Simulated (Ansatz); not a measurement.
`[OH][GaH][Cl]` + `[NH2][InH2]` → `[OH][GaH][NH][InH2]` + HCl  (ligand exchange at a Ga–Cl bond)

Gas-phase electronic energies from Ansatz, PBE0-D4/def2-TZVP geometries. CCSD(T)/CBS is the MP2 limit (def2-TZVPP, def2-QZVPP) plus CCSD(T) − MP2 in def2-TZVPP, frozen cores. This one scheme is used for every species. DFT in def2-TZVPP. def2 core potentials past Kr. For Ga, In outer-core shells are correlated without core-valence functions, which leaves a few kJ/mol of doubt a bond. Scalar relativity is left out up to krypton. Each species was taken in one conformer, which may not be the lowest.

```json
{"level": "PBE-D4", "ΔE (kJ/mol)": "74.5", "difference from CCSD(T)/CBS": "10.3"}
{"level": "BHLYP-D4", "ΔE (kJ/mol)": "78.1", "difference from CCSD(T)/CBS": "13.9"}
{"level": "ωB97M-V", "ΔE (kJ/mol)": "77.3", "difference from CCSD(T)/CBS": "13.1"}
{"level": "B2PLYP", "ΔE (kJ/mol)": "73.1", "difference from CCSD(T)/CBS": "8.9"}
{"level": "PBE", "ΔE (kJ/mol)": "77.7", "difference from CCSD(T)/CBS": "13.5"}
{"level": "LC-ωPBE", "ΔE (kJ/mol)": "77.7", "difference from CCSD(T)/CBS": "13.5"}
{"level": "HF/def2-TZVPP", "ΔE (kJ/mol)": "91.0", "difference from CCSD(T)/CBS": "26.8"}
{"level": "HF/def2-QZVPP", "ΔE (kJ/mol)": "90.2", "difference from CCSD(T)/CBS": "26.0"}
{"level": "HF/CBS(def2)", "ΔE (kJ/mol)": "90.1", "difference from CCSD(T)/CBS": "25.9"}
{"level": "MP2/CBS(def2)", "ΔE (kJ/mol)": "62.6", "difference from CCSD(T)/CBS": "-1.6"}
{"level": "CCSD(T)/CBS", "ΔE (kJ/mol)": "64.2", "difference from CCSD(T)/CBS": "0"}
```

Largest T1 diagnostic among the species: 0.016.

The D4 term adds −5.0 kJ/mol with B3LYP and −2.9 kJ/mol with PBE0; it sums over pairs of atoms, weighted by their polarisabilities, and B3LYP, whose exchange is more repulsive, gets the larger term. Leaving LDA and LC-ωPBE aside and taking each functional with its dispersion term where it has one, the values, not all of them listed here, spread over 7.1 kJ/mol, from BLYP-D4 to r2SCAN0-D4. LDA lies −6.5 kJ/mol from PBE without D4. From BLYP to BHLYP (50 % exact exchange), in def2-TZVPP and without D4, ΔE moves by +5.3 kJ/mol.

B3LYP here is the variant with VWN-RPA as its local correlation; programs differ in this.
